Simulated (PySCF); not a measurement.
Si(I)(Me)3, SMILES C[Si](C)(C)I (C3H9ISi) (CAM-B3LYP/def2-SVP optimised geometry):

```
14

C     -0.974    -2.052     1.547
Si    -0.414    -1.159     0.000
C     -0.975     0.627     0.000
C     -0.975    -2.052    -1.547
I      2.076    -1.159     0.000
H     -2.075    -2.078     1.589
H     -0.606    -3.089     1.563
H     -0.608    -1.547     2.452
H     -0.608     1.159     0.890
H     -0.608     1.159    -0.890
H     -2.076     0.676     0.000
H     -2.077    -2.076    -1.588
H     -0.609    -1.547    -2.452
H     -0.609    -3.089    -1.562
```

Method: CAM-B3LYP/def2-TZVP, def2 effective core potentials past Kr run with PySCF.

Q: What are the frontier orbital energies and the dipole moment?

A: HOMO-2 -9.88 eV, HOMO-1 -8.50 eV, HOMO -8.50 eV, LUMO 1.18 eV, LUMO+1 1.53 eV; dipole moment 2.61 D.

On the same geometry PBE/def2-TZVP, def2 effective core potentials past Kr in PySCF gives HOMO-2 -7.54 eV, HOMO-1 -6.12 eV, HOMO -6.12 eV, LUMO -0.73 eV, LUMO+1 0.05 eV; dipole moment 2.51 D.
